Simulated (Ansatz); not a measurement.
Basis-set series for CH3AlClFO, SMILES `[OH][Al]([F])[CH2]Cl`. Charge 0, multiplicity 1. The geometry is a stationary point of PBE0-D4/def2-TZVP. It is one conformer, not always the lowest.

```xyz
8

O    -1.307   -1.400   -0.472
Al    0.178   -0.669   -0.156
F     1.544   -1.568    0.044
C     0.287    1.257   -0.077
Cl    0.068    1.093    1.745
H    -1.462   -2.341   -0.424
H     1.235    1.766   -0.228
H    -0.542    1.863   -0.433
```

| functional | basis | functions | energy (Eh) | HOMO (eV) | LUMO (eV) |
| --- | --- | --- | --- | --- | --- |
| PBE0-D4 | def2-SVP | 93 | -916.86865 | -8.12 | -0.33 |
| PBE0-D4 | def2-TZVPP | 219 | -917.38536 | -8.23 | -0.66 |
| ωB97M-V | def2-SVP | 93 | -917.25087 | -10.32 | 1.41 |
| ωB97M-V | def2-TZVPP | 219 | -917.77120 | -10.46 | 1.05 |

Question: Give the rows for def2-QZVPP. (Estimate.)

Answer: Computed: 
```csv
functional,basis,functions,energy (Eh),HOMO (eV),LUMO (eV)
PBE0-D4,def2-QZVPP,401,-917.41960,-8.26,-0.85
ωB97M-V,def2-QZVPP,401,-917.80362,-10.50,0.57
```

Positive LUMOs are unbound and depend on the basis.
